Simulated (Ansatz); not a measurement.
CrO2. Charge 0, multiplicity 5. Geometry PBE-D4/def2-TZVP; atoms count from 1.

Cartesian coordinates in Å:
```
Cr 0.049 0.241 0.177
O 0.643 -1.059 1.004
O -0.692 0.818 -1.181
```

At PBE0-D4/def2-TZVP a triplet of charge 0 lies 1.73 eV below the quintet, each at its own geometry. The structure comes from a short search, and lower isomers may exist.

Estimate the Mulliken populations from the PBE0/def2-TZVP orbitals of Ansatz.


| atom | charge (e) | spin (α − β) | d electrons |
| --- | --- | --- | --- |
| Cr1 | 1.08 | 3.05 | 4.34 |
| O2 | -0.54 | 0.47 | – |
| O3 | -0.54 | 0.47 | – |
Mulliken values and Mayer orders depend strongly on the basis.

Where does the spin sit?

Summed by element: Cr 3.05, O 0.95, of 4 unpaired in all. Largest on single atoms: Cr1 3.05, O2 0.47, O3 0.47.

And the Mayer bond orders between bonded heavy atoms (over 0.3)?

Cr1–O2 1.53 (1.65 Å); Cr1–O3 1.53 (1.65 Å). Values over 0.3 also appear between atoms too far apart for a bond (O2–O3 0.37 at 3.17 Å); they arise where an orbital or an unpaired electron spreads over both atoms.
